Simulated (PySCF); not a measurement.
# Excitation energy of Pd²⁺ by level of theory

Pd²⁺ [Kr] 4d8 (3F) → Pd²⁺ [Kr] 4d7 5p1 (high-spin determinant), as a difference of total energies. Calculation: PySCF 2.14, in ANO-RCC-VTZP (7s6p4d2f1g, 68 functions); scalar relativity by spin-free X2C-1e. Correlated levels: valence: [Kr] frozen; valence and next inner shell: [Ar] 3d10 frozen. The calculations carry no spin-orbit coupling.

```
                                method  excitation energy (eV)
                                   UHF                  12.450
                                   LDA                  13.156
                                   PBE                  13.023
                                  PBE0                  13.126
                                r2SCAN                  13.129
                               r2SCANh                  13.150
                                 HSE06                  13.075
                               LC-wPBE                  13.358
                         MP2 (valence)                  13.439
                     SCS-MP2 (valence)                  13.669
    MP2 (valence and next inner shell)                  13.304
SCS-MP2 (valence and next inner shell)                  13.389
```

**Question.** How much does correlation contribute at MP2 (valence and next inner shell)?

**Answer.** 13.304 − (12.450) = 0.854 eV, measured against UHF.

A first-order spin-orbit estimate (lowest level to lowest level, LS coupling) adds 0.108 eV.

The basis was made for the ground configuration and has no added diffuse functions, so the excitation energy can come out too high.

The determinant of the upper state mixes LS terms, which raises its energy above the lowest term, most at the Hartree-Fock and MP2 levels.
